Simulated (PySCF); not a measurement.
H4O, SMILES [OH4+2], charge +2.

Geometry optimised at r2SCAN-D4/def2-TZVPD.

Calculation: PBE/def2-TZVPD (PySCF).

The total energy is -76.56537 hartree. The point group is Td and the highest occupied level comes out as -33.79 eV. The lowest empty level is -16.98 eV. The orbital gap is 16.81 eV. The dipole moment about the centre of nuclear charge is 0.00 D and the mean static polarisability comes out as 6.2 bohr³ (0.91 Å³). The polarisability, principal values comes out as 6.2, 6.2, 6.2 bohr³.
